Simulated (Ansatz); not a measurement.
`[BH2][GeH2][PH2]` + HBr → `[BH2][GeH2][Br]` + PH₃  (cleavage of the Ge–P bond)

Gas-phase electronic energies from Ansatz, PBE0-D4/def2-TZVP geometries. CCSD(T)/CBS is the MP2 limit (def2-TZVPP, def2-QZVPP) plus CCSD(T) − MP2 in def2-TZVPP, frozen cores. This one scheme is used for every species. DFT in def2-TZVPP. B3LYP here is the variant with VWN-RPA as its local correlation; programs differ in this. For Br, Ge outer-core shells are correlated without core-valence functions, which leaves a few kJ/mol of doubt a bond. Scalar relativity is left out up to krypton. One conformer a species, not always the lowest.

`[BH2][GeH2][PH2]`:

Z-matrix (Å, degrees):
```
Ge
P 1 2.345
B 1 2.049 2 104.4
H 1 1.540 2 105.0 3 -120.0
H 1 1.540 2 110.2 3 123.6
H 2 1.421 1 93.3 3 -161.1
H 2 1.421 1 94.0 3 -68.0
H 3 1.194 1 120.8 2 94.7
H 3 1.194 1 120.3 2 -81.2
```

HBr:

```xyz
2

Br   -0.670    0.110   -0.207
H     0.670   -0.110    0.207
```

`[BH2][GeH2][Br]`:

Z-matrix (Å, degrees):
```
Ge
Br 1 2.323
B 1 2.054 2 111.2
H 1 1.539 2 105.7 3 122.6
H 1 1.539 2 105.7 3 -122.5
H 3 1.191 1 121.7 2 -0.6
H 3 1.195 1 118.5 2 179.4
```

PH₃:

Cartesian coordinates in Å:
```
P -0.201 -0.458 -0.295
H 0.911 0.315 -0.725
H 0.279 -0.547 1.038
H -0.989 0.690 -0.018
```

Is it downhill or uphill in electronic energy at CCSD(T)/CBS, and by how much? (Estimate.)

Ansatz gave: Downhill: ΔE = -55.9 kJ/mol.

What do these levels give: B3LYP, BHLYP, CAM-B3LYP, CCSD/def2-TZVPP, CCSD(T)/def2-TZVPP, MP2/def2-QZVPP? (Estimate.)

Ansatz gave: B3LYP -61.5, BHLYP -68.5, CAM-B3LYP -63.3, CCSD/def2-TZVPP -59.5, CCSD(T)/def2-TZVPP -56.1, MP2/def2-QZVPP -57.2 kJ/mol.

Largest T1 diagnostic among the species: 0.013.

The D4 term adds +3.1 kJ/mol with B3LYP and +1.8 kJ/mol with PBE0; it sums over pairs of atoms, weighted by their polarisabilities, and B3LYP, whose exchange is more repulsive, gets the larger term. Leaving LDA and LC-ωPBE aside and taking each functional with its dispersion term where it has one, the values, not all of them listed here, spread over 18.5 kJ/mol, from BHLYP-D4 to revPBE-D4. LDA lies +5.9 kJ/mol from PBE without D4.
